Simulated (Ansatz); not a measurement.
CHO2 (SMILES O=[C]O), doublet, at a GFN2-xTB geometry; BLYP/6-31G** run with Ansatz (a quantum-chemistry and plane-wave program).

The Ansatz input:
Ansatz 0.2 input:
```yaml
crystal:
  periodic: [false, false, false]
  atoms:
    - {symbol: O, position_ang: [-1.03300099, -0.39412693, -0.00168439]}
    - {symbol: C, position_ang: [-0.02709385, 0.41048045, -0.01284311]}
    - {symbol: O, position_ang: [1.15649400, 0.25596664, 0.00752085]}
    - {symbol: H, position_ang: [-0.82538098, -1.35760035, 0.03036691]}
basis:
  gaussian:
    orbitals: 6-31G__.json
hamiltonian:
  xc: blyp
magnetization: {spin_polarized: true, initial_magnetization: 1}
accuracy: high
```
The basis file holds 6-31G** in the JSON format of the Basis Set Exchange.

Output, abridged:

```
Functional definition: BLYP
992 factors; integrals over basis functions are off by at most 3.0e-9 eV
mean field evaluation 1: about -5139.7808 eV, gradient 3.8e1 eV
mean field evaluation 2: about -5119.0147 eV, gradient 8.2e1 eV
mean field evaluation 4: about -5144.5771 eV, gradient 5.5e0 eV
mean field evaluation 8: about -5144.6808 eV, gradient 7.5e-2 eV
mean field evaluation 16: about -5144.6808 eV, gradient 5.9e-6 eV
mean field -5144.68079515 eV, -189.0635320320 hartree, gradient 4.3e-8 eV, S^2 0.751826; 0 other end points of the search recorded, 0 dependent functions left out
reference -5144.68082409 eV, -189.0635330953 hartree; 12, 11 occupied and 38, 39 virtual orbitals, 992 factors
Total energy: -5144.68082409 eV, -189.0635330953 hartree
```
